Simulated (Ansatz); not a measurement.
Consider the redistribution: `[OH][SnH]([OH])[Br]` + `BBCl` → `[BH2][SnH]([OH])[OH]` + `ClBBr`.

Computed with Ansatz on PBE0-D4/def2-TZVP structures; ΔE is electronic, products minus reactants. CCSD(T)/CBS is the MP2 limit (def2-TZVPP, def2-QZVPP) plus CCSD(T) − MP2 in def2-TZVPP, frozen cores. Elements past krypton have def2 core potentials. For Br, Sn outer-core shells are correlated without core-valence functions, which leaves a few kJ/mol of doubt a bond. Scalar relativity is left out up to krypton. One conformer a species, not always the lowest.

```json
{"level": "HF/def2-TZVPP", "ΔE (kJ/mol)": "51.0"}
{"level": "MP2/def2-QZVPP", "ΔE (kJ/mol)": "26.1"}
```

(1) What does CCSD(T)/CBS give? (Estimate.)

Largest T1 diagnostic among the species: 0.014.

## Answers

(1) The calculation gave: +32.9 kJ/mol. The listed levels differ from it by 18.1, -6.8 kJ/mol.

In def2-TZVPP, CCSD(T) changes the Hartree–Fock value by −25.5 kJ/mol (the triples alone add −2.4 kJ/mol) and MP2 by −29.7 kJ/mol.
